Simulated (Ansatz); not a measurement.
The same molecule with X = B, Al, Ga. Ansatz, PBE0-D4/def2-TZVP geometries, multiplicity 1. Each molecule was computed in one conformer, which needn't be the lowest.

Scalar relativity is left out up to krypton.

```csv
X,molecule,mean X–F bond length / Å,mean X–O bond length / Å,HOMO energy (B3LYP/def2-TZVPP) / eV,HOMO energy (PBE/def2-TZVPP) / eV,HOMO energy (PBE0/def2-TZVPP) / eV
B,`OB(F)O[SiH3]`,1.334,1.353,-9.03,-7.77,-9.24
Ga,`[OH][Ga]([F])[O][SiH3]`,1.748,1.755,-8.73,-7.47,-8.94
```

**Question.** Give the row for X = Al, `[OH][Al]([F])[O][SiH3]`. (Estimate.)

**Answer.** The calculation gave: 
```tsv
X	molecule	mean X–F bond length / Å	mean X–O bond length / Å	HOMO energy (B3LYP/def2-TZVPP) / eV	HOMO energy (PBE/def2-TZVPP) / eV	HOMO energy (PBE0/def2-TZVPP) / eV
Al	`[OH][Al]([F])[O][SiH3]`	1.638	1.674	-8.75	-7.49	-8.96
```

From B to Ga the mean X–F bond length rises at each step, by 0.414 Å in all; the mean X–O bond length rises at each step, by 0.402 Å in all; the HOMO energy (B3LYP/def2-TZVPP) rises at each step, by 0.30 eV in all; the HOMO energy (PBE/def2-TZVPP) rises at each step, by 0.30 eV in all; the HOMO energy (PBE0/def2-TZVPP) rises at each step, by 0.30 eV in all.

B3LYP here is the variant with VWN-RPA as its local correlation; programs differ in this.
